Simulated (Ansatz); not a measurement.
Born–Oppenheimer molecular dynamics of ClGeH4O (7 atoms, charge 0, multiplicity 2). It starts at the highest image of a converged band, a first-order saddle point between two minima.

All numbers below come from UKS PBE-D4/def2-SVP (Ansatz 0.2.0).

| Property | Result |
| --- | --- |
| ensemble | NVE (velocity Verlet) |
| time step | 0.5 fs |
| steps asked | 200 |
| starting velocities drawn for | 100 K |
| seed | 11499 |

First frame:

```xyz
7
Properties=species:S:1:pos:R:3
Ge 0.013 -0.060 -0.011
Cl -0.070 0.015 2.344
H 1.482 0.074 -0.481
O -0.809 1.371 -0.718
H -1.766 1.356 -0.522
H -0.686 -1.387 -0.441
H -0.058 0.022 4.005
```

Question: How far do the bonds stretch over the last three quarters of this one trajectory? (Pairs bonded in most of those frames.)

Answer: 
```tsv
bond	mean (Å)	spread (Å)	shortest	longest
Ge1–H3	1.566	0.006	1.55	1.58
Ge1–O4	1.810	0.011	1.80	1.83
Ge1–H6	1.582	0.011	1.56	1.60
Cl2–H7	1.327	0.038	1.27	1.44
O4–H5	0.976	0.005	0.97	0.98
```

Mean temperature of the second half: 739 K. The conserved energy stayed within 0.022 meV per atom of its start (net change -0.014 meV per atom), so the integration is sound. The kinetic energy rose, since the run started high on the potential surface and went downhill. It ends in pieces (ClH + GeH3O), so much of that is their flight and rotation, not heat. A run of 0.1 ps of so small a system gives no equilibrium averages.

Run time: 6.5 min on 2 threads of Arm Neoverse V1 (shared host), peak memory 0.14 GiB.
